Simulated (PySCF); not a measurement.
Compound: C₇H₁₁NSi.
SMILES: `N(c1ccc(C)cc1)[SiH3]`

A linear-response calculation (PySCF, def2-SVPD basis, gas phase, vertical, core orbitals frozen in the response) gave these numbers; the functional is withheld.

Orbital energies (eV): HOMO-3 -9.17, HOMO-2 -8.25, HOMO-1 -6.97, HOMO -5.66, LUMO -0.41, LUMO+1 -0.01, LUMO+2 0.10.

```csv
state,E (eV),f,"main configurations (H = HOMO, L = LUMO)"
S1,4.57,0.031,"H→L (90%), H-1→L+1 (9%)"
S2,4.90,0.0003,H→L+2 (98%)
S3,5.26,0.326,H→L+1 (89%)
S4,5.46,0.0043,H→L+3 (97%)
S5,5.67,0.0007,"H→L+4 (86%), H→L+5 (11%)"
S6,5.79,0.0003,"H→L+5 (87%), H→L+4 (11%)"
```

Triplets, Tamm–Dancoff:

| state | E (eV) | λ (nm) | main configurations (H = HOMO, L = LUMO) |
| --- | --- | --- | --- |
| T1 | 3.74 | 331.7 | H→L (87%), H→L+1 (8%) |
| T2 | 3.82 | 324.6 | H→L+1 (75%), H→L (11%), H-1→L (10%) |
| T3 | 4.53 | 273.6 | H-1→L (85%), H→L+1 (13%) |
| T4 | 4.79 | 258.8 | H→L+2 (96%) |

Vertical ionisation energy by ΔSCF with the same functional: 7.47 eV. Mean static polarisability: 122.7 au.

Problem. Which of these was used?
A. HF
B. B3LYP
C. PBE
D. CAM-B3LYP

Solution. B. B3LYP is a global hybrid with 20% exact exchange. In this run −ε(HOMO) = 5.66 eV differs from the ΔSCF value by -1.81 eV, and S1 differs from the orbital gap of 5.26 eV by -0.69 eV. The ratio −ε(HOMO)/IP is 0.76. Small neutral molecules mostly give 0.67 to 0.83 with B3LYP, 0.5 to 0.7 with PBE, 0.85 to 0.93 with CAM-B3LYP; with Hartree–Fock the ratio is 1 or more (Koopmans' value less the relaxation energy is the ΔSCF value). The other options: PBE, a GGA without exact exchange; HF, time-dependent Hartree–Fock, 100% exact exchange; CAM-B3LYP, range-separated, 19% exact exchange at short range and 65% at long range (ω = 0.33 bohr⁻¹).

The calculation used PySCF, TDDFT B3LYP/def2-SVPD, vertical, gas phase, core orbitals frozen in the response. One conformer (not necessarily the lowest) at the PBE0-D3(BJ)/def2-SVP geometry, without solvent, vibrations or thermal averaging.

Shape of the structure used: `[CH3:1][c:2]1[cH:3][cH:4][c:5]([NH:6][SiH3:7])[cH:8][cH:9]1`: C4–C5–N6–Si7 0°.
